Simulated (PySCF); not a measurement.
The same groups moved round the core (styrene fluoro+silyl). Gas-phase values, no solvent. One relaxed conformer stands for each flexible species; it need not be the lowest. Strings in code marks are SMILES.

All values below come from PBE0-D3(BJ)/def2-TZVP // PBE0-D3(BJ)/def2-SVP (PySCF 2.14.0). All candidates: neutral, multiplicity 1. Excitations are Tamm–Dancoff values on a coarser integration grid. The basis has no diffuse functions, so Rydberg states are missing or too high.

```json
{
 "S1 excitation (TDA)": "4.78 eV",
 "HOMO": "-6.85 eV",
 "HOMO–LUMO gap": "5.42 eV"
}
```

Question: Name which member has these values.
A. `C=Cc1ccc([SiH3])cc1F` (C–C–C–C torsion 0°)
B. `C=C(F)c1cccc([SiH3])c1` (F–C–C–C torsion 179°)
C. `C=C([SiH3])c1ccc(F)cc1` (Si–C–C–C torsion 33°)
D. `C=Cc1ccc(F)c([SiH3])c1` (C–C–C–C torsion 1°)

Answer: B, `C=C(F)c1cccc([SiH3])c1` (F–C–C–C torsion 179°). The others give `C=Cc1ccc([SiH3])cc1F` (C–C–C–C torsion 0°): 4.68 eV, -6.80 eV, 5.18 eV; `C=Cc1ccc(F)c([SiH3])c1` (C–C–C–C torsion 1°): 4.69 eV, -6.65 eV, 5.31 eV; `C=C([SiH3])c1ccc(F)cc1` (Si–C–C–C torsion 33°): 4.96 eV, -6.78 eV, 5.57 eV
